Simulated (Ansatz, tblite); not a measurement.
Cost and result up the ladder for cyclo-(SnH2)3 (Sn₃H₆) (9 atoms). Total charge 0; singlet. Geometry: PBE0-D4/def2-SVP.

```xyz
9

Sn   -1.583   -0.169   -0.319
H    -2.499    0.900   -1.298
H    -2.549   -1.487    0.200
Sn    0.480    0.817    1.318
H     0.699    0.124    2.871
H     0.748    2.510    1.372
Sn    1.103   -0.649   -0.999
H     1.776   -2.217   -0.823
H     1.824    0.170   -2.322
```

Ansatz on 4 threads of Arm Neoverse N1 on a shared host; xTB runs through tblite on one thread. Times are rough, summed over both states, and most runs start from the orbitals of an earlier one. PBE0-D4/def2-TZVP serves as the yardstick here, not as an exact answer. The other state is a doublet.

In the def2 sets Sn takes a core potential; there is no spin–orbit coupling. The xTB rows come from tblite.

Run but left out: PBE-D4/def2-TZVP (charge +1 doublet: an occupied level 0.02 eV above an empty one).

Raw xTB energies of ions are shifted by several eV.

```json
{"level": "GFN2-xTB", "functions": "33", "wall time": "0.013 s", "vertical IE (eV)": "12.67", "difference from PBE0-D4/def2-TZVP (eV)": "4.63"}
{"level": "GFN1-xTB", "functions": "39", "wall time": "0.015 s", "vertical IE (eV)": "12.93", "difference from PBE0-D4/def2-TZVP (eV)": "4.89"}
{"level": "PBE0-D4/def2-TZVP (with forces)", "functions": "186", "wall time": "32 s", "vertical IE (eV)": "8.04", "difference from PBE0-D4/def2-TZVP (eV)": "0.00"}
{"level": "r2SCAN-D4/def2-TZVP", "functions": "186", "wall time": "37 s", "vertical IE (eV)": "7.99", "difference from PBE0-D4/def2-TZVP (eV)": "-0.05"}
```
